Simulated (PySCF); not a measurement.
Homolysis of single bonds, series In NH2-H. All species are isolated molecules in the gas phase. One relaxed conformer stands for each flexible species; it need not be the lowest. Strings in code marks are SMILES.

All values below come from PySCF with CAM-B3LYP-D3(BJ)/def2-TZVP. 

```
species                             HOMO (eV)  HOMO–LUMO gap (eV)
----------------------------------  ---------  ------------------
whole molecule (`[NH2][InH][NH2]`)      -7.98                8.36
radical fragment (`[NH2][InH]`)             –                   –
whole molecule (`[NH2][InH2]`)          -8.36                8.06
radical fragment (`[InH2]`)                 –                   –
whole molecule (`[InH3]`)               -9.55                8.43
```
